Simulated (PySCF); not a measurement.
Working out the ionisation energy of Se

Se [Ar] 3d10 4s2 4p4 (3P) → Se+ [Ar] 3d10 4s2 4p3 (4S). Computed with PySCF 2.14 in cc-pVDZ-DK (5s4p2d, 27 functions), with scalar relativity by spin-free X2C-1e. Frozen: [Ar] 3d10. Energies in hartree (1 hartree = 27.21139 eV):

```csv
part,Se (lower),Se+ (upper)
UHF,-2427.959365,-2427.646845
CCSD correlation,-0.086428,-0.070877
(T),-0.000830,-0.000623
```

What does Hartree-Fock give?

(-2427.646845) − (-2427.959365) = 0.312520 hartree = 8.504 eV.

What do CCSD and CCSD(T) give?

The CCSD correlation energies differ by 0.015551 hartree = 0.423 eV and the triples by 0.000207 hartree = 0.006 eV, so CCSD gives 8.927 eV and CCSD(T) 8.933 eV.

Measured between the centres of the two terms (NIST): 9.635 eV, so CCSD(T) (valence) is off by -0.702 eV.

A double-zeta basis recovers only part of the correlation energy.

What remains against the reference includes basis incompleteness, the frozen core and higher excitations.
